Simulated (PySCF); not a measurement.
PySCF input file for Se(Cl)(OH) (ClHOSe), SMILES Cl[Se]O, TDA-LC-ωPBE/def2-SVPD. Geometry optimised at TPSSh-D3(BJ)/def2-TZVP. The values are those of a single conformer.

```python
import numpy as np
from pyscf import gto, scf, dft, tdscf

mol = gto.M(
    atom='''
    Se    0.02184488   -0.29834594    0.54895861
    Cl    0.22639521    1.43193734   -0.76215029
    O    -0.40371720   -1.58277458   -0.61837341
    H    -1.36170681   -1.53697619   -0.76105052
    ''',
    basis='def2-SVPD',
    charge=0,
    spin=0,
    max_memory=1600,
    verbose=4,
)
mf = dft.RKS(mol, xc='lc_wpbe').density_fit(auxbasis='def2-universal-jkfit')
mf.grids.level = 3
mf.conv_tol = 1e-9
mf.max_cycle = 100
mf.kernel()
mf.grids = dft.Grids(mol).set(level=1).build(with_non0tab=True)  # coarser grid for the response kernel
td = tdscf.TDA(mf)
td.singlet = True
td.nstates = 10
td.conv_tol = 1e-4
td.kernel(x0=td.get_init_guess(mf, 15))
td.analyze()
tt = tdscf.TDA(mf)
tt.singlet = False
tt.nstates = 4
tt.conv_tol = 1e-4
tt.kernel(x0=tt.get_init_guess(mf, 9))
tt.analyze(verbose=3)
```

It prints:

```
PySCF version 2.14.0

[INPUT] verbose = 4
[INPUT] num. atoms = 4
[INPUT] num. electrons = 60
[INPUT] charge = 0
[INPUT] spin (= nelec alpha-beta = 2S) = 0
[INPUT] symmetry False subgroup None
[INPUT] Mole.unit = angstrom
[INPUT] Symbol           X                Y                Z      unit          X                Y                Z       unit  Magmom
[INPUT]  1 Se     0.021844880000  -0.298345940000   0.548958610000 AA    0.041280840424  -0.563792116976   1.037381426622 Bohr   0.0
[INPUT]  2 Cl     0.226395210000   1.431937340000  -0.762150290000 AA    0.427824942813   2.705969400138  -1.440255313858 Bohr   0.0
[INPUT]  3 O     -0.403717200000  -1.582774580000  -0.618373410000 AA   -0.762914939776  -2.991010473123  -1.168556387613 Bohr   0.0
[INPUT]  4 H     -1.361706810000  -1.536976190000  -0.761050520000 AA   -2.573252932855  -2.904464059077  -1.438177049758 Bohr   0.0

nuclear repulsion = 259.111556088834
number of shells = 39
number of NR pGTOs = 171
number of NR cGTOs = 99
basis = def2-SVPD
ecp = {}


[settings echo left out]
init E= -2935.78523720185
  HOMO = -0.262705762109763  LUMO = -0.103102989199238  gap/eV = 4.34301
cycle= 1 E= -2936.50689672939  delta_E= -0.722  |g|= 0.588  |ddm|= 2.31
  HOMO = -0.374284350219204  LUMO = -0.0316849013882692  gap/eV = 9.32261
cycle= 2 E= -2936.5030108735  delta_E= 0.00389  |g|= 0.649  |ddm|= 0.964
  HOMO = -0.361185213351928  LUMO = -0.00995418599744458  gap/eV = 9.55748
cycle= 3 E= -2936.57497760044  delta_E= -0.072  |g|= 0.082  |ddm|= 0.494
  HOMO = -0.35560811600909  LUMO = -0.00477167813164803  gap/eV = 9.54675
cycle= 4 E= -2936.57633082548  delta_E= -0.00135  |g|= 0.0241  |ddm|= 0.085
  HOMO = -0.35742655905738  LUMO = -0.00461636828071077  gap/eV = 9.60045
cycle= 5 E= -2936.57647179838  delta_E= -0.000141  |g|= 0.00682  |ddm|= 0.0274
  HOMO = -0.357485743248198  LUMO = -0.00445727207377233  gap/eV = 9.60639
cycle= 6 E= -2936.57648748159  delta_E= -1.57e-05  |g|= 0.00139  |ddm|= 0.0105
  HOMO = -0.357406757210752  LUMO = -0.00438159360735835  gap/eV = 9.60630
cycle= 7 E= -2936.5764893438  delta_E= -1.86e-06  |g|= 0.000487  |ddm|= 0.00338
  HOMO = -0.357457393446761  LUMO = -0.0044115690416664  gap/eV = 9.60687
cycle= 8 E= -2936.57648969088  delta_E= -3.47e-07  |g|= 0.000156  |ddm|= 0.00141
  HOMO = -0.35745331993864  LUMO = -0.00441529837448185  gap/eV = 9.60665
cycle= 9 E= -2936.57648971629  delta_E= -2.54e-08  |g|= 4.73e-05  |ddm|= 0.000515
  HOMO = -0.357448514411302  LUMO = -0.00440989952142257  gap/eV = 9.60667
cycle= 10 E= -2936.57648971855  delta_E= -2.26e-09  |g|= 1.92e-05  |ddm|= 0.00015
  HOMO = -0.357447816474344  LUMO = -0.0044102644494548  gap/eV = 9.60664
cycle= 11 E= -2936.576489719  delta_E= -4.45e-10  |g|= 7.64e-06  |ddm|= 7.22e-05
  HOMO = -0.357447882831695  LUMO = -0.00441021683205411  gap/eV = 9.60664
Extra cycle  E= -2936.57648971909  delta_E= -8.87e-11  |g|= 6.09e-06  |ddm|= 2.39e-05
converged SCF energy = -2936.57648971909
tot grids = 21304


******** <class 'pyscf.tdscf.rks.TDA'> for <class 'pyscf.df.df_jk.DFRKS'> ********
nstates = 10 singlet
deg_eia_thresh = 1.000e-03
wfnsym = None
conv_tol = 0.0001
eigh lindep = 1e-12
eigh level_shift = 0
eigh max_cycle = 100


Excitation energies (eV)
[3.23788065 4.1866647  6.05532018 6.57948494 6.7611122  6.98812135
 7.03477998 7.78805988 7.91974956 8.10416469]

** Singlet excitation energies and oscillator strengths **
Excited State   1:      3.23788 eV    382.92 nm  f=0.0002
      30 -> 31        0.68141
      30 -> 32        0.10319
      30 -> 34        0.12238
Excited State   2:      4.18666 eV    296.14 nm  f=0.0023
      30 -> 31        0.11583
      30 -> 32       -0.64726
      30 -> 33       -0.10610
      30 -> 36        0.18027
Excited State   3:      6.05532 eV    204.75 nm  f=0.0044
      29 -> 31        0.67777
      29 -> 34        0.13792
Excited State   4:      6.57948 eV    188.44 nm  f=0.0054
      27 -> 31        0.62817
      27 -> 34        0.12615
      28 -> 31        0.25203
Excited State   5:      6.76111 eV    183.38 nm  f=0.0420
      30 -> 32       -0.10732
      30 -> 33        0.65786
      30 -> 37        0.11848
Excited State   6:      6.98812 eV    177.42 nm  f=0.0513
      27 -> 31        0.20595
      28 -> 31       -0.48072
      28 -> 32       -0.19487
      29 -> 32        0.36161
Excited State   7:      7.03478 eV    176.24 nm  f=0.0510
      27 -> 31       -0.12337
      28 -> 31        0.21099
      28 -> 32       -0.60183
      28 -> 36        0.15867
Excited State   8:      7.78806 eV    159.20 nm  f=0.0372
      30 -> 32       -0.12630
      30 -> 34       -0.46016
      30 -> 35       -0.43627
      30 -> 36       -0.17981
Excited State   9:      7.91975 eV    156.55 nm  f=0.0274
      27 -> 32        0.10754
      30 -> 34        0.45805
      30 -> 35       -0.45906
Excited State  10:      8.10416 eV    152.99 nm  f=0.1672
      25 -> 31       -0.19028
      26 -> 31       -0.14291
      27 -> 32       -0.20920
      28 -> 31       -0.27281
      28 -> 32       -0.14429
      29 -> 32       -0.46567
      29 -> 36        0.11505

** Transition electric dipole moments (AU) **
state          X           Y           Z        Dip. S.      Osc.
  1        -0.0504     -0.0097      0.0075      0.0027      0.0002
  2         0.1401      0.0273      0.0410      0.0221      0.0023
  3         0.0314     -0.0098      0.1681      0.0293      0.0044
  4         0.0469     -0.1469      0.0997      0.0337      0.0054
  5         0.4713     -0.0607     -0.1671      0.2537      0.0420
  6         0.0542      0.4943     -0.2287      0.2996      0.0513
  7        -0.0575     -0.2724      0.4670      0.2956      0.0510
  8        -0.3625      0.2062     -0.1451      0.1949      0.0372
  9         0.0649      0.1096     -0.3537      0.1413      0.0274
 10         0.1979      0.8804     -0.1675      0.8424      0.1672

** Transition velocity dipole moments (imaginary part, AU) **
state          X           Y           Z        Dip. S.      Osc.
  1        -0.0816      0.0188      0.0160      0.0073      0.0407
  2        -0.0993      0.0200      0.0117      0.0104      0.0450
  3         0.0226      0.0389      0.0598      0.0056      0.0168
  4         0.0267     -0.0236      0.0154      0.0015      0.0042
  5         0.0920     -0.0146     -0.0327      0.0097      0.0261
  6         0.0013      0.0425     -0.0345      0.0030      0.0078
  7        -0.0113     -0.0623      0.1098      0.0161      0.0415
  8        -0.0737      0.0436     -0.0366      0.0087      0.0202
  9         0.0362      0.0229     -0.0901      0.0099      0.0228
 10         0.0213      0.1417     -0.0232      0.0211      0.0472

** Transition magnetic dipole moments (imaginary part, AU) **
state          X           Y           Z
  1        -0.1864     -0.2382     -0.6478
  2        -0.0648     -0.7248      0.6795
  3         0.0084      0.0013     -0.0029
  4        -0.2494     -0.2711     -0.1868
  5        -0.1333     -0.8071     -0.2717
  6         0.6035     -0.1794     -0.1606
  7         0.4938     -0.0142     -0.0463
  8         0.0984     -0.0056      0.0158
  9         0.1305      0.2977      0.3802
 10         1.1080     -0.2541     -0.0708


******** <class 'pyscf.tdscf.rks.TDA'> for <class 'pyscf.df.df_jk.DFRKS'> ********
nstates = 4 triplet
deg_eia_thresh = 1.000e-03
wfnsym = None
conv_tol = 0.0001
eigh lindep = 1e-12
eigh level_shift = 0
eigh max_cycle = 100


Excitation energies (eV)
[2.35838406 3.16075677 5.21650011 5.45912806]

** Triplet excitation energies and oscillator strengths **
Excited State   1:      2.35838 eV    525.72 nm  f=0.0000
Excited State   2:      3.16076 eV    392.26 nm  f=0.0000
Excited State   3:      5.21650 eV    237.68 nm  f=0.0000
Excited State   4:      5.45913 eV    227.11 nm  f=0.0000
```

The run converged.

Cost: very roughly 50 core-seconds.
